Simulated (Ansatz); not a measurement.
Geometry optimisation, Ansatz 0.2.0, RKS revPBE-D4/def2-SVP.

input.yaml

```yaml
crystal:
  periodic: [false, false, false]
  atoms:
    - { symbol: Al, position_ang: [0.529151, -0.870884, 0.629436] }
    - { symbol: "N", position_ang: [-0.221816, 2.221381, 0.282479] }
    - { symbol: C, position_ang: [-0.940991, -1.828872, -0.224086] }
    - { symbol: F, position_ang: [0.747779, -0.858293, 2.304217] }
    - { symbol: H, position_ang: [0.682218, 2.113427, -0.194821] }
    - { symbol: S, position_ang: [2.258157, -0.009718, -0.526746] }
    - { symbol: H, position_ang: [-0.873937, 2.647531, -0.389366] }
    - { symbol: H, position_ang: [-0.076411, 2.909502, 1.032728] }
    - { symbol: H, position_ang: [-0.582274, -2.789464, -0.65239] }
    - { symbol: H, position_ang: [-1.752897, -2.059435, 0.495689] }
    - { symbol: H, position_ang: [-1.373574, -1.23323, -1.055135] }
    - { symbol: H, position_ang: [1.604495, -0.241844, -1.701905] }
basis:
  gaussian: { orbitals: def2-SVP }
hamiltonian:
  xc: revpbe
  dispersion: d4
relax:
  f_tol: 0.03
  max_steps: 50
```

Run as:

```bash
$ ansatz run input.yaml --threads 2 --pin off --max-ram 3072MiB --backend cpu --events-out ev --progress --plain --runs-dir out
```

Question: Where does it end, and by what steps?

Answer: The forces met the threshold. After 11 steps the energy has fallen by 0.973 eV; H7 moved furthest, 0.98 Å. Joined: Al1–N2 (3.20 → 2.08 Å).

```json
{"step": "0", "energy less start (eV)": "0.0000", "largest force component (eV/Å)": "0.733", "accepted": "yes"}
{"step": "1", "energy less start (eV)": "-0.2139", "largest force component (eV/Å)": "0.475", "accepted": "yes"}
{"step": "2", "energy less start (eV)": "-0.4742", "largest force component (eV/Å)": "0.714", "accepted": "yes"}
{"step": "3", "energy less start (eV)": "-0.7557", "largest force component (eV/Å)": "0.690", "accepted": "yes"}
{"step": "4", "energy less start (eV)": "-0.8441", "largest force component (eV/Å)": "1.038", "accepted": "yes"}
{"step": "5", "energy less start (eV)": "-0.9212", "largest force component (eV/Å)": "0.462", "accepted": "yes"}
{"step": "6", "energy less start (eV)": "-0.9446", "largest force component (eV/Å)": "0.331", "accepted": "yes"}
{"step": "7", "energy less start (eV)": "-0.9612", "largest force component (eV/Å)": "0.430", "accepted": "yes"}
{"step": "8", "energy less start (eV)": "-0.9682", "largest force component (eV/Å)": "0.191", "accepted": "yes"}
{"step": "9", "energy less start (eV)": "-0.9713", "largest force component (eV/Å)": "0.050", "accepted": "yes"}
{"step": "10", "energy less start (eV)": "-0.9722", "largest force component (eV/Å)": "0.037", "accepted": "yes"}
{"step": "11", "energy less start (eV)": "-0.9728", "largest force component (eV/Å)": "0.026", "accepted": "yes"}
```

```xyz
12
Properties=species:S:1:pos:R:3
Al 0.533 -0.304 0.453
N -0.189 1.644 0.378
C -0.925 -1.412 -0.269
F 0.803 -0.283 2.141
H 0.477 2.204 -0.177
S 2.428 -0.040 -0.737
H -1.124 1.766 -0.034
H -0.210 2.037 1.331
H -0.646 -2.487 -0.299
H -1.845 -1.338 0.354
H -1.205 -1.127 -1.308
H 1.905 -0.661 -1.832
```

Whether the end is a true minimum wasn't checked by a vibrational analysis.

Time of the run: 18 s on 2 threads of Intel(R) Xeon(R) 6975P-C (Granite Rapids), with other jobs on the host, peak memory 0.2 GiB.
